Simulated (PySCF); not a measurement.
Shapes and spin states of HAuO

Computed with PBE0 in PySCF with Au def2-TZVP with ECP60, O def2-TZVP, H def2-TZVP; scalar-relativistic core potentials, no spin–orbit coupling; density-fitted integrals.

Relaxations began from a few typed shapes and spin states; open shells are unrestricted. The search is not exhaustive: other isomers or separated fragments can lie lower, and high-lying points may rest on an excited occupation.

```
                                                 spin  group                       bonds         angles  imaginary modes (cm⁻¹)  ΔE (kJ/mol)  ΔE with ZPE (kJ/mol)
                                              triplet     Cs  Au–H 1.584 Å, Au–O 1.905 Å  H–Au–O 154.9°                    none          0.0                   0.0
                                              triplet    C∞v  Au–H 1.598 Å, Au–O 1.903 Å  H–Au–O 180.0°              308i, 308i          3.9                     –
                   broken-symmetry Ms = 0 (⟨S²⟩ 0.63)     Cs  Au–H 1.570 Å, Au–O 1.876 Å  H–Au–O 124.6°                    none         56.9                  56.7
singlet (closed shell, unstable to spin polarisation)     Cs  Au–H 1.545 Å, Au–O 1.806 Å  H–Au–O 116.3°                    none         66.9                  69.3
```

The lowest minimum found is the triplet Cs: Au–H 1.584 Å, Au–O 1.905 Å; H–Au–O 154.9°.

For the lowest minimum: other spin states or occupations of the open shell can lie lower. No spin–orbit coupling is included, which matters more the heavier the element.
